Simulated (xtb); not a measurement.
Sb(F)2(Et) (C2H5F2Sb), SMILES C[CH2][Sb]([F])[F]. All values are semi-empirical tight-binding results from xtb (GFN2-xTB unless named), good for trends rather than for accurate numbers. The structure is a stationary point at GFN2-xTB. The structure was generated by enumeration; whether it is a known compound was not checked. Other conformers were not sampled.

Optimised geometry:

```xyz
10

Sb     0.1540    -0.1961     0.6167
F     -0.6452    -1.5761    -0.5961
F      1.6667     0.0993    -0.6630
C     -1.0264     1.3660    -0.3613
C     -0.9171     1.2900    -1.8680
H     -0.6638     2.3177     0.0208
H     -2.0518     1.2237    -0.0272
H     -1.2545     0.3204    -2.2251
H      0.1130     1.4318    -2.1839
H     -1.5316     2.0633    -2.3267
```
Charge 0, spin multiplicity 1.

For metal compounds this method's bond lengths and energies can be far off.

| Item | Value |
|---|---|
| orbital gap | 3.99 eV |
| zero-point energy | 41.9 kcal/mol |
| G − E(el) at 298.15 K (modified RRHO) | 21.0 kcal/mol |

Computed atomic charges and the Wiberg bond orders between heavy atoms:
charges (e) Sb1 0.53, F2 -0.30, F3 -0.30, C4 -0.09, C5 -0.11, H6 0.04, H7 0.05, H8 0.07, H9 0.07, H10 0.05. Bond orders Sb1–F2 1.09, Sb1–F3 1.09, Sb1–C4 0.97, C4–C5 1.03.
